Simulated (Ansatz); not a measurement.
Energy needed to pull apart InNH4S (SMILES [NH2][InH][SH]), singlet, into free ground-state atoms, from the structure below (displaced at random from a GFN2-xTB minimum); no zero-point or spin–orbit terms; open-shell atoms are treated unrestricted, in their ground-state multiplicity.

```xyz
7
angstrom
N 0.9909 -0.3931 -0.7889
In -0.6632 0.6339 -0.1163
S -1.0819 0.0923 2.1821
H 0.8700 -1.4041 -0.6686
H 1.2106 -0.2918 -1.7629
H -1.4743 1.8062 -1.0604
H 0.1164 -0.4941 2.1862
```

Program: Ansatz 0.2.0. Basis: def2-TZVPP. Cores are frozen in the correlated methods. Filled d shells of the heavier atoms are correlated. Core potentials replace the inner electrons of the atoms past krypton. The def2 sets are not built for correlating such inner shells, so the correlated values are less sure here.

```json
{"method": "PBE-D4", "atomization energy (eV)": "19.87"}
{"method": "r2SCAN-D4", "atomization energy (eV)": "?"}
{"method": "PBE0-D4", "atomization energy (eV)": "?"}
{"method": "HSE06-D4", "atomization energy (eV)": "19.46"}
{"method": "LC-wPBE", "atomization energy (eV)": "19.47"}
{"method": "wB97M-V", "atomization energy (eV)": "19.81"}
{"method": "HF", "atomization energy (eV)": "12.83"}
{"method": "MP2", "atomization energy (eV)": "19.08"}
{"method": "CCSD", "atomization energy (eV)": "18.70"}
{"method": "CCSD(T)", "atomization energy (eV)": "19.08"}
```

Task: What does PBE0-D4 give? (An estimate is asked for; the value comes from the calculation.)

Result: By the calculation: 19.45 eV, which is about 0.37 eV more than CCSD(T)/def2-TZVPP.

Task: What does r2SCAN-D4 give? (An estimate is asked for; the value comes from the calculation.)

Result: Computed: 19.59 eV, which is about 0.51 eV more than CCSD(T)/def2-TZVPP.

In triple zeta the MP2 and coupled-cluster atomization energies are still short of their basis limit by a few kcal/mol a bond, whereas those of the functionals are nearly converged, so these differences are not deviations from converged CCSD(T).

T1 diagnostic: at most 0.015.

For scale, one of the runs: CCSD(T)/def2-TZVPP forces, 179 basis functions (an equivalent command: `ansatz run in.yaml --threads 4`). The run took 3.1 min on 4 CPU threads (shared host), with 3.5 GiB of host memory at its peak.
